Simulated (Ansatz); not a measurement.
Mulliken charges of CH₅FSeSi₂ (`FC[SiH]1[SiH2][Se]1`) from B3LYP/def2-TZVPP in Ansatz (PBE0-D4/def2-TZVP geometry).

```json
{"atom": "F1", "x (Å)": "-2.531", "y (Å)": "0.223", "z (Å)": "0.631", "charge (e)": "-0.247"}
{"atom": "C2", "x (Å)": "-1.328", "y (Å)": "0.914", "z (Å)": "0.559", "charge (e)": "0.008"}
{"atom": "Si3", "x (Å)": "-0.174", "y (Å)": "0.097", "z (Å)": "-0.701", "charge (e)": "0.221"}
{"atom": "Si4", "x (Å)": "1.513", "y (Å)": "-1.252", "z (Å)": "-0.055", "charge (e)": "0.195"}
{"atom": "Se5", "x (Å)": "1.958", "y (Å)": "0.931", "z (Å)": "-0.624", "charge (e)": "-0.245"}
{"atom": "H6", "x (Å)": "-0.864", "y (Å)": "0.923", "z (Å)": "1.550", "charge (e)": "0.102"}
{"atom": "H7", "x (Å)": "-1.542", "y (Å)": "1.949", "z (Å)": "0.272", "charge (e)": "0.096"}
{"atom": "H8", "x (Å)": "-0.791", "y (Å)": "0.010", "z (Å)": "-2.046", "charge (e)": "-0.048"}
{"atom": "H9", "x (Å)": "2.107", "y (Å)": "-2.266", "z (Å)": "-0.956", "charge (e)": "-0.041"}
{"atom": "H10", "x (Å)": "1.736", "y (Å)": "-1.580", "z (Å)": "1.373", "charge (e)": "-0.042"}
```

Problem. By hand: the dipole of these point charges (1 e Å = 4.8032 D).

Solution. Σ q r = (0.034, -0.059, 0.100) e Å, of length 0.121 e Å = 0.58 D.

Problem. How does the dipole of the full density compare? (An estimate is asked.)

Solution. Ansatz gave: (0.052, -0.049, 0.056) e Å, 0.44 D; the point charges give 1.32 times that, at 21° from its direction.

Point charges leave out the atoms' own dipoles, such as those of lone pairs, and Mulliken's split depends on the basis, so the two needn't agree.

B3LYP here is the variant with VWN-RPA as its local correlation; programs differ in this.
